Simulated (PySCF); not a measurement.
thionyl fluoride anion (F2OS), SMILES O=S(F)F (connectivity only; charge and spin as stated), charge -1, multiplicity 2. Atoms are numbered in the order given.

```xyz
4

O      0.0000     0.0000     1.2995
S      0.0000     0.0000    -0.1943
F      0.0000    -1.8630    -0.4048
F      0.0000     1.8630    -0.4048
```
Charge -1, spin multiplicity 2.

Coordinates come from a ωB97X-D3(BJ)/def2-SVPD optimisation. The multiplicity is an assumed one; other spin states were not compared.

Level of theory: M06-2X/def2-TZVPD (PySCF).

Isolated molecule, no solvent.

Computed frontier levels, dipole moment and polarisability:
The α spin, highest occupied and lowest empty level is -2.69 and 4.03 eV, the β spin, highest occupied and lowest empty level is -4.72 and 3.13 eV and the dipole moment about the centre of nuclear charge is 0.65 D. The mean static polarisability comes out as 39.1 bohr³ (5.80 Å³) and the polarisability, principal values comes out as 29.2, 38.6, 49.6 bohr³. The ⟨S²⟩ is 0.756 (pure state 0.75).
